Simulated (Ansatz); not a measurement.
System: SbHF, charge 0, doublet. SbHF (SMILES [F][SbH], doublet).
B3LYP-D3(BJ)/def2-TZVP minimum from Ansatz (a program for electronic structure):
```xyz
3

Sb    -0.1173    -0.1988     0.1682
H     -1.5390    -0.0773    -0.8038
F      0.8359     1.1349    -0.8641
```
Charge 0, spin multiplicity 2.

Total energies in def2-SVP, 13 correlated electrons, 10 frozen orbitals. Open shells are spin-unrestricted; no spin-orbit coupling. Correlated methods leave the cores frozen (noble-gas shells, and filled d and f shells in the p block). Past Kr the def2 sets carry scalar-relativistic core potentials. Spin-orbit terms, left out, reach several kcal/mol for Br and I, and more for heavier atoms.

| method | program | energy (Eh) | minus CCSDTQ (mEh) |
|---|---|---|---|
| HF | Ansatz | -339.18994 | 289.93 |
| MP2 | Ansatz | -339.45592 | 23.95 |
| CCSD | Ansatz | -339.47345 | 6.42 |
| CCSD(T) | Ansatz | -339.47864 | 1.23 |
| CCSDT(Q) | Ansatz | -339.47994 | -0.07 |
| CCSDTQ | Ansatz | -339.47987 | 0.00 |

Rough core times of Ansatz's runs on a shared machine: CCSD(T) under 20 s, CCSDT(Q) 50 s, CCSDTQ 60 min.
